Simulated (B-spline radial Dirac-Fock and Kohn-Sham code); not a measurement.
In the model described below, an N3 (4p3/2) vacancy in Pt⁷⁺ in the configuration 1s2 2s2 2p6 3s2 3p6 3d10 4s2 4p6 4d10 4f14 5s2 5p6 5d3, lives for 0.13 fs, which corresponds to a natural width of 4.97 eV. Out of 1000 such holes, about 0.29 decay by emitting a photon, 966 by a Coster-Kronig transition that moves the hole within the N shell, and the rest by ordinary Auger emission. The strongest X-ray line is N3-N5 at 207.3 eV, with 53 % of the radiative rate. The strongest electron group is N3-N5O3 near 22 eV, with 24 % of the non-radiative rate. The Coster-Kronig yields by final subshell (the deeper hole where both stay in the shell) are N4 0.108, N5 0.540, N6 0.144, N7 0.174. Independent-particle models tend to overestimate Coster-Kronig rates.

Calculated with an atomic code on a B-spline grid, using independent-particle rates on relativistic LDA orbitals of the hole state (multipoles up to L = 3, Coulomb Auger matrix elements, transition energies from Dirac-Fock).
